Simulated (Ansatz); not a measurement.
Gas-phase electronic energies from Ansatz, PBE0-D4/def2-TZVP geometries. CCSD(T)/CBS is the MP2 limit (def2-TZVPP, def2-QZVPP) plus CCSD(T) − MP2 in def2-TZVPP, frozen cores. Functionals use def2-TZVPP. One conformer a species, not always the lowest.

Consider the isomerisation: `N[SiH2]NCO` → `NC(N)(O)[SiH3]`.

`N[SiH2]NCO`:

Z-matrix (Å, degrees):
```
Si
N 1 1.716
N 1 1.709 2 108.9
H 1 1.493 2 103.2 3 125.4
H 1 1.491 2 116.3 3 -116.4
C 2 1.429 1 126.4 3 -146.2
H 2 1.009 1 119.0 3 45.2
H 3 1.006 1 122.5 2 60.7
H 3 1.006 1 120.5 2 -145.5
O 6 1.410 2 113.0 1 123.9
H 6 1.094 2 112.2 1 -118.3
H 6 1.098 2 108.0 1 0.6
H 10 0.962 6 107.2 2 -53.8
```

`NC(N)(O)[SiH3]`:

Cartesian coordinates in Å:
```
N -0.305 -1.137 1.034
C 0.006 0.111 0.408
N 1.347 0.451 0.820
O -0.767 1.226 0.860
Si -0.165 -0.061 -1.501
H -0.206 -1.044 2.041
H -1.238 -1.459 0.814
H 2.000 -0.267 0.537
H 1.630 1.345 0.440
H -1.672 1.109 0.557
H -1.571 -0.392 -1.884
H 0.739 -1.124 -2.012
H 0.202 1.241 -2.116
```

Q: Is it downhill or uphill in electronic energy at CCSD(T)/CBS, and by how much? (An estimate is asked.)

A: Computed: Uphill: ΔE = +178.8 kJ/mol.

Q: What do these levels give: PBE0-D4, B2PLYP, HF/def2-QZVPP, MP2/def2-QZVPP, HF/CBS(def2), MP2/CBS(def2)? (Best estimate.)

A: The calculation gave: PBE0-D4 168.6, B2PLYP 182.5, HF/def2-QZVPP 203.1, MP2/def2-QZVPP 185.2, HF/CBS(def2) 203.4, MP2/CBS(def2) 185.8 kJ/mol.

Largest T1 diagnostic among the species: 0.012.

In def2-TZVPP, CCSD(T) changes the Hartree–Fock value by −25.3 kJ/mol (the triples alone add −5.4 kJ/mol) and MP2 by −18.3 kJ/mol. The D4 term adds −4.7 kJ/mol with B3LYP and −2.3 kJ/mol with PBE0; it sums over pairs of atoms, weighted by their polarisabilities, and B3LYP, whose exchange is more repulsive, gets the larger term.

B3LYP here is the variant with VWN-RPA as its local correlation; programs differ in this.
